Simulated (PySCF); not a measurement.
Compound: C6H9FN (doublet state).
SMILES with atom numbers: `[CH3:1][C@@H:2]1[CH2:3][CH:4]=[C:5]([F:6])[C:7]1[NH2:8]` (hydrogens: H9, H10, H11 on C1; H12 on C2; H13, H14 on C3; H15 on C4; H16, H17 on N8)

Structure used (GFN2-xTB), in Å, numbered top down from 1:
```xyz
17
C6H9FN angstrom
C     -1.0983    1.4599    0.1868
C     -0.5156    0.2321   -0.5219
C     -1.1471   -1.0885   -0.0165
C     -0.0101   -1.8752    0.5541
C      1.1469   -1.1636    0.3860
F      2.3718   -1.5788    0.7896
C      0.9502    0.0591   -0.2358
N      1.9192    0.9493   -0.6398
H     -0.6424    2.3753   -0.1855
H     -2.1699    1.5227    0.0120
H     -0.9228    1.3945    1.2584
H     -0.6769    0.3543   -1.5992
H     -1.9120   -0.8922    0.7399
H     -1.6367   -1.6343   -0.8281
H     -0.1126   -2.8357    1.0158
H      2.8191    0.8213   -0.2011
H      1.6304    1.9117   -0.7248
```

The hyperfine couplings belong to this conformer and change with its torsions.

Method: UKS B3LYP, pcH-1 on C F H N, non-relativistic, mean-field spin-orbit, GIAO (PySCF 2.14.0). Isolated species at its GFN2-xTB geometry, gas phase. Couplings are sensitive to structure, and on GFN2-xTB geometries they can be far from those on DFT ones. The SCF solution wasn't tested for stability.

Q: Give the principal g shifts and their parts.

A: 
```csv
Δg (ppm),1,2,3
relativistic mass correction,-162,-162,-162
gauge correction,-7,30,26
orbital Zeeman/spin–orbit,-24,448,917
total,-192,317,781
```

So g = 2.00213, 2.00264, 2.00310 and g_iso = 2.00262; the tensor is rhombic: the two nearest values differ by 48 % of g3 − g1. Axes: g2 points within 8° of the C4–C5 bond and g3 points within 15° of the C3–C4 bond.

Q: How much does each term add to the isotropic shift?

A: The orbital-Zeeman/spin–orbit term 447, the mass correction -162 and the gauge correction 16 ppm, for a total of 302 ppm. The orbital-Zeeman/spin–orbit term is the largest in size. The mass correction is the same along every axis, so the anisotropy comes from the other two: their spans along these axes are 36 (gauge) and 940 ppm (orbital Zeeman/spin–orbit).

Q: What effective moment and Curie constant follow for a powder?

A: With the mean of g² = 4.0105 and S(S+1) = 0.75: μ_eff = √(⟨g²⟩S(S+1)) = 1.734 μB and χT = 0.12505·⟨g²⟩·S(S+1) = 0.376 cm³ K/mol (cgs; spin-Hamiltonian part alone).

Q: In a frozen sample, at which fields do the three g values resonate at 9.5, 34, 94 and 263 GHz (hyperfine left aside), and which band first spreads them over more than twice a line width of 1.0 mT?

A: 
| band | GHz | B(g3) mT | B(g2) mT | B(g1) mT | spread mT |
| --- | --- | --- | --- | --- | --- |
| X | 9.5 | 338.85 | 338.93 | 339.02 | 0.16 |
| Q | 34.0 | 1212.73 | 1213.01 | 1213.32 | 0.59 |
| W | 94.0 | 3352.85 | 3353.62 | 3354.48 | 1.63 |
| J | 263.0 | 9380.84 | 9383.01 | 9385.39 | 4.56 |

The spread grows in proportion to the frequency. J band is the first where it exceeds 2.0 mT.

The Mulliken spin populations are largest on C4 (+0.60), C7 (+0.50), C5 (-0.18) and N8 (+0.12). The angles at C4 add up to 360.0°, so it is planar.

The HOMO–LUMO gaps are 4.51 eV among the α and 5.48 eV among the β orbitals.

The SMILES draws the unpaired electron on C7; the largest computed Mulliken spin population is on C4 (0.60 against 0.50).
